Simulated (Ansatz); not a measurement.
# Strength of the C–Si bond: SiH(CH3)Cl2 → SiHCl2 + CH3

Species: SiH(CH3)Cl2 (methyldichlorosilane), singlet; SiHCl2 `Cl[SiH]Cl`, doublet; CH3 (methyl radical) `[CH3]`, doublet. 

Shapes, held fixed at every level: PBE0-D4/def2-TZVP. Programs: Ansatz 0.2.0. The zero-point and thermal change to 298 K, harmonic and unscaled (PBE0-D4/def2-TZVP), is -16.2 kJ/mol.

Question: Estimate ΔH(298 K) of this reaction.

Answer: The highest level, CCSD(T)/CBS estimate, gives ΔH(298 K) = +392.7 kJ/mol; the levels span +285.6 to +396.8. The column of differences is taken from that level and isn't an error. Hartree–Fock misses the correlation of the pair that is broken and comes out low. No measured value is set beside it here. Open shells run unrestricted unless RO is named. The CBS estimate extrapolates MP2 from def2-TZVPP and def2-QZVPP and adds CCSD(T) − MP2 in the triple-zeta set, cores frozen.

```csv
level,kind,ΔH(298 K) (kJ/mol),less CCSD(T)/CBS estimate
HF/def2-SVP,Hartree–Fock,+285.6,-107.1
r2SCAN-D4/def2-TZVPP,meta-GGA,+358.1,-34.6
PBE0-D4/def2-TZVPP,global hybrid,+375.5,-17.2
wB97M-V/def2-TZVPP,range-separated hybrid,+395.9,+3.2
wB97X-V/def2-TZVPP,range-separated hybrid,+394.5,+1.8
MP2/def2-TZVPP,perturbation theory,+396.8,+4.1
CCSD(T)/def2-TZVPP,coupled cluster or CI,+382.6,-10.1
CCSD(T)/CBS estimate,coupled cluster or CI,+392.7,0.0
```
